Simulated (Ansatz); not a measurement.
```yaml
crystal:
  periodic: [false, false, false]
  atoms:
    - {symbol: N, position_ang: [-1.751764, 0.730632, 0.109001]}
    - {symbol: Si, position_ang: [-0.444445, -0.364611, 0.130263]}
    - {symbol: N, position_ang: [0.094041, -0.453628, 1.737102]}
    - {symbol: F, position_ang: [-1.083569, -1.714934, -0.466855]}
    - {symbol: Si, position_ang: [1.413361, 0.098300, -1.223695]}
    - {symbol: H, position_ang: [-1.654825, 1.655753, 0.492737]}
    - {symbol: H, position_ang: [-2.430915, 0.699089, -0.633206]}
    - {symbol: H, position_ang: [-0.558661, -0.515214, 2.502753]}
    - {symbol: H, position_ang: [0.997644, -0.826363, 1.975377]}
    - {symbol: H, position_ang: [1.885976, 1.491227, -0.988103]}
    - {symbol: H, position_ang: [1.059263, -0.033086, -2.663447]}
    - {symbol: H, position_ang: [2.550693, -0.822368, -0.937927]}
basis:
  gaussian: {orbitals: aug-cc-pVDZ}
total_charge: 1
magnetization: {spin_polarized: true, initial_magnetization: 1}
hamiltonian: {xc: {name: M06-2X}, dispersion: d3bjatm, pseudopotentials: {relativity: none}}
```

```sh
$ ansatz run in.yaml --threads 4 --pin off --events-out ev --progress --plain --max-ram 10444MiB
```

It prints (some lines left out):

```
Error: YAML parse error: error: line 20 column 19: hamiltonian.xc: no functional is named "M06-2X"; the names, which are not case-sensitive, are SVWN5, SPW92, PBE, PBE0, PBEsol, revPBE, revPBE0, RPBE, rPW86-PBE, HSE06, wPBEh, LC-wPBE, HISS, HF, BLYP, B3LYP, B3LYP5, BHLYP, CAM-B3LYP, r2SCAN, r2SCANh, r2SCAN0, r2SCAN50, m-r2SCAN, B97, wB97, wB97X, wB97X-V, B97M-V, wB97M-V, B2PLYP, B2GP-PLYP, PBE0-DH, PBE-QIDH
18 | total_charge: 1
19 | magnetization: {spin_polarized: true, initial_magnetization: 1}
20 | hamiltonian: {xc: {name: M06-2X}, dispersion: d3bjatm, pseudopotentials: {relativit…
```

Something in this input is off. What?

The method's name isn't one that the program takes here. The input was rejected before any iteration.

HSE06 is defined as in plane-wave codes.
